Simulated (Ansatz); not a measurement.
`[CH3][GeH2][Se]C` + `B1CO[SiH2]1` → `[CH3][GeH2][SeH]` + `CC1B[SiH2]O1` at 700 K and 1 bar (redistribution).

Computed with Ansatz on PBE0-D4/def2-TZVP structures; ΔE is electronic, products minus reactants. CCSD(T)/CBS adds triple-zeta CCSD(T) − MP2 to the extrapolated MP2 energy (def2 sets, frozen cores). For Ge, Se outer-core shells are correlated without core-valence functions, which leaves a few kJ/mol of doubt a bond. Scalar relativity is left out up to krypton. One conformer a species, not always the lowest.

| species | CCSD(T)/CBS energy (Eh) | H − E (kJ/mol) | S (J/(mol·K)) |
| --- | --- | --- | --- |
| `[CH3][GeH2][Se]C` | -4557.76484 | 323.1 | 507.4 |
| `B1CO[SiH2]1` | -430.06961 | 218.9 | 390.2 |
| `[CH3][GeH2][SeH]` | -4518.50643 | 226.8 | 441.3 |
| `CC1B[SiH2]O1` | -469.33497 | 310.8 | 451.6 |

H − E and S are ideal-gas, rigid-rotor, harmonic terms from PBE0-D4/def2-TZVP, for one conformer and one mirror image of each species. 1 Eh = 2625.50 kJ/mol, R = 8.31446 J/(mol·K).

Problem. By hand: ΔE, ΔH, ΔS and ΔG.

Solution. ΔE = (-4518.50643) + (-469.33497) − (-4557.76484) − (-430.06961) = -0.00695 Eh = -18.2 kJ/mol. Δ(H − E) = 226.8 + 310.8 − 323.1 − 218.9 = -4.4, so ΔH = -22.6 kJ/mol. ΔS = 441.3 + 451.6 − 507.4 − 390.2 = -4.7 J/(mol·K). ΔG = -22.6 − 700 × (-4.7)/1000 = -19.3 kJ/mol.

Problem. By hand: the equilibrium constant, and the temperature at which ΔG would vanish if ΔH and ΔS stayed fixed.

Solution. log₁₀ K = −ΔG/(RT ln 10) = 1.4. ΔG = 0 at ΔH/ΔS = 4809 K, far beyond where these terms or the molecules hold.

The number of gas molecules stays the same, so ΔS is small and ΔH decides. A doubt of 5 kJ/mol in ΔE shifts log₁₀ K by 0.4 here. Other conformers and mirror images would add mixing entropy, several J/(mol·K) or more a flexible species. Modes under 60 cm⁻¹, often nearly free rotors, make the harmonic entropy too high. These are equilibria of isolated gas molecules and say nothing of rates. Largest T1 diagnostic: 0.013 (customary marks: 0.02 for closed shells, 0.045 for open ones).
